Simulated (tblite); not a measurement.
A tight-binding relaxation on `C=[CH][Ge@@H]([Br])[CH2]N(C)C`.

Computed with GFN2-xTB geometry optimisation, gas phase (tblite 0.8.0). Start geometry: from a force field or distance geometry. The command runs a driver script over a list of jobs; the input below is this job's line of settings and its coordinates in Å.

Command:
```bash
OMP_NUM_THREADS=1 python probes_run.py task.json out
```

Input:
```
{"job": {"kind": "relax", "xc": "GFN2-xTB", "basis": "xTB"}, "charge": 0, "multiplicity": 1}
C      1.937800     1.549700     1.070800
C      2.338800     0.293800     0.975600
Ge     1.672200    -0.885400    -0.377600
Br     2.759000    -2.922100    -0.256000
C     -0.251600    -1.173300    -0.107100
N     -0.972000     0.115800    -0.037700
C     -1.210500     0.667200    -1.384300
C     -2.244500    -0.056700     0.665900
H      1.204200     1.945000     0.374200
H      2.320800     2.201200     1.849600
H      3.079400    -0.089500     1.683300
H      1.930200    -0.264100    -1.772900
H     -0.654800    -1.814900    -0.918900
H     -0.338100    -1.734100     0.838500
H     -1.849900    -0.010000    -1.986100
H     -1.717400     1.653000    -1.292300
H     -0.251000     0.836200    -1.908800
H     -2.799300     0.899100     0.715200
H     -2.074700    -0.388200     1.714000
H     -2.883700    -0.811800     0.151600
```

Output:
```
step      E/eV     max force
  0    -700.64836    1.013
  1    -700.70468    0.423
  2    -700.74319    0.404
  3    -700.75834    0.356
  4    -700.77648    0.285
  5    -700.79118    0.266
  6    -700.80038    0.205
  7    -700.80527    0.156
  8    -700.80829    0.126
  9    -700.81024    0.091
... (102 lines left out)
112    -700.87402    0.020
113    -700.87412    0.021
114    -700.87424    0.023
115    -700.87439    0.024
116    -700.87456    0.022
117    -700.87468    0.017
118    -700.87474    0.022
119    -700.87477    0.015
120    -700.87479    0.012
121    -700.87481    0.007
```

«max force» is the largest atomic force in eV/Å.

**Question.** From which step on does the largest force stay under 0.1 eV/Å, and how much energy is left to gain from there?

**Answer.** From step 93 (0.060 eV/Å), 6.7 meV above the end.

In short: energy lowered by 5.2 kcal/mol over 121 steps; largest atomic force 0.007 eV/Å at the end.

**Question.** Where do the atoms end?

**Answer.** 0.530 Å rms from the input after alignment:
```
atom  x, y, z in Å
C1     1.8173    1.4354    1.2493
C2     2.4910    0.5480    0.5373
Ge3    1.6273   -0.9375   -0.4141
Br4    2.6333   -2.8763    0.3267
C5    -0.3305   -1.1798   -0.0681
N6    -1.0235    0.0862    0.0267
C7    -1.0364    0.7787   -1.2435
C8    -2.3705   -0.0962    0.5349
H9     0.7423    1.3921    1.3251
H10    2.3085    2.2405    1.7757
H11    3.5712    0.6050    0.4736
H12    2.0151   -0.9508   -1.8991
H13   -0.7716   -1.8436   -0.8334
H14   -0.4218   -1.6936    0.8939
H15   -1.5234    0.1945   -2.0395
H16   -1.5642    1.7246   -1.1304
H17   -0.0097    0.9937   -1.5471
H18   -2.8452    0.8785    0.6410
H19   -2.3248   -0.5683    1.5156
H20   -2.9894   -0.7205   -0.1275
```

On one thread, Arm Neoverse N1 (aarch64), shared host with 64 logical CPUs at a one-minute load of 64, this took 2.0 s wall.
Labels such as C1 count atoms from 1, the log's own numbers from 0.
